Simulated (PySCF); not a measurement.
## [Gd(PH3)]3+ at several levels of theory

Computed with PySCF 2.14.0 (density fitting, no spin-orbit coupling) at the geometry relaxed with PBE0:

```xyz
5
[Gd(PH3)]3+ (singlet in the valence; each metal's 4f electrons, 7 of them, lie in its core potential, out of spins and levels)
Gd    0.0000    0.0000   -0.4072
P     0.0000    0.0000    2.5203
H     1.3285    0.0000    3.0428
H    -0.6643    1.1505    3.0428
H    -0.6643   -1.1505    3.0428
```

```csv
level,basis,state,HOMO (eV),gap (eV),charge on Gd1 (e),population of f-type functions on Gd1 (polarisation alone where 4f lies in the core),dipole about the centre of mass (D),largest force component (eV/Å)
PBE0,"Gd lcecp-1-SVP with ECP53, P def2-SVP, H def2-SVP",singlet,-24.16,4.60,2.31,0.01,2.83,0.02
PBE0,"Gd lcecp-1-TZVP with ECP53, P def2-TZVP, H def2-TZVP",singlet,-24.05,4.55,2.36,0.01,2.97,0.17
```

In the lcecp rows the 4f levels are missing from HOMO and gap, and the state counts the valence alone.

Charges are Mulliken's, which hang on the basis. The relaxation used the grid (50, 194), these runs (75, 302) or, all-electron (x2c bases, spin-free X2C Hamiltonian), (99, 590).

**Question.** A further run in the first row's basis gives HOMO (eV) -23.95, gap (eV) 4.00, charge on Gd1 (e) 2.28, population of f-type functions on Gd1 (polarisation alone where 4f lies in the core) 0.01, dipole about the centre of mass (D) 2.93, largest force component (eV/Å) 0.15. Which level was it?
A. BP86
B. B3LYP

**Answer.** B. The others give HOMO -23.28 eV (BP86).

In the first row's basis the gap widens with exact exchange: 2.8 eV for BP86 (none); 4.0 to 4.6 eV for B3LYP, PBE0 (a fixed share).

An lcecp potential fixes the number of 4f electrons, so in runs with it no electron can move into or out of that shell.
